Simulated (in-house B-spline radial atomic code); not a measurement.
Values are calculated unless marked as measured or tabulated.
**Building a PAW s channel for Ag, r_c = 2.98 bohr**

Ag, [Kr] 4d10 5s1, non-relativistic LDA (VWN5), spherical and spin-unpolarised, from a B-spline radial code for spherical atoms (atomic units; all potentials screened as in the neutral atom).

Two all-electron partial waves φ1, φ2 are integrated outwards at E1 = ε(5s) = -0.157408 and E2 = E1 + 1 hartree; φ1 is the bound orbital and φ2 has unit norm inside r_c = 2.9829 bohr. Smooth partners are polynomials, r^1(a0 + a1 r² + a2 r⁴ + a3 r⁶), matched to φ and three derivatives at r_c, with no condition on the norm. The local potential is -2.26786 + (0.597255) r² + (-0.0653775) r⁴ + (0.00261442) r⁶ inside 2.5429 bohr and the all-electron one outside.

| wave | φ(r_c) | φ'(r_c) | a0 | a1 | a2 | a3 |
| --- | --- | --- | --- | --- | --- | --- |
| 1 | 0.5873529 | -0.08613934 | 0.3553772 | -0.01666252 | -0.0004720715 | 3.855578e-05 |
| 2 | 0.4785482 | 1.557234 | -1.693962 | 0.3636087 | -0.02028153 | 0.000319136 |

Inside r_c the overlaps are <φi φj> = [[0.47333, -0.47793], [-0.47793, 1.00000]] and, for the smooth waves, [[0.61127, -1.00545], [-1.00545, 2.97721]]. With χj = (Ej − T − V_local) applied to smooth wave j, the program's quadrature gives the matrix B_ij = <smooth i, χj> as [[0.29120, -1.42118], [-0.89366, 4.53061]].

(1) Check the match of the first wave, and find the augmentation charges q_ij.

(2) B isn't symmetric. Show that D_ij = B_ij + Ej q_ij is.

Solving (T + V_local + Σ p D p) ψ = E (1 + Σ p q p) ψ in a sphere of 9 bohr, whose wall lifts the free-atom level a little, gives these levels:

```
all-electron  one projector  two projectors
   -0.156465      -0.156465       -0.156465
    0.111352       0.108273        0.111344
    0.469652       0.421713        0.469634
    0.988002       0.679496        0.987989
    1.656470       1.105090        1.654870
```

(3) What does the second projector gain?

Results:

(1) At r_c the four terms are 1.06005, -0.44224, -0.11148, 0.08101, which sum to 0.5873, φ1(r_c) to rounding. q_ij is the all-electron overlap less the smooth one: [[-0.13794, 0.52752], [0.52752, -1.97721]]. The smooth first wave has a norm of 0.6113 inside r_c against 0.4733, so q11 is negative and must stay small enough for the overlap operator to be positive.

(2) Integrating by parts gives B12 − B21 = (E1 − E2) q12: -1.42118 − (-0.89366) = -0.52752, and −1 × (0.52752) = -0.52752. So D12 = -1.42118 + (0.842592)(0.52752) = -0.97670 and D21 = -0.89366 + (-0.157408)(0.52752) = -0.97670; D11 = 0.31291, D22 = 2.86463. The projectors, p = (B⁻¹)ᵀ χ, are dual to the smooth waves; det B = 0.049.

(3) With one projector the errors are 0.00, -3.08, -47.94 millihartree, and the level at 0.6795 is out of step with the all-electron series: an extra state, or one far too low, so the pairing ends there; skipping it, the next levels are off by +117.1 millihartree. With two the errors are 0.00, -0.01, -0.02, -0.01, -1.60 millihartree. The scattering is exact at E1 and at E2 = 0.843, and over all levels compared the largest error is 1.6 millihartree. The lowest eigenvalue of the overlap operator is 0.5406 with one and 0.03827 with two projectors, close enough to zero to make that set ill-conditioned. The smooth orbital alone needs a cutoff of 0.769 hartree for 1 millihartree of kinetic energy, against 4.62 for a norm-conserving Troullier-Martins orbital of the same radius; part of the gain comes from giving up the norm, part from the simpler form.
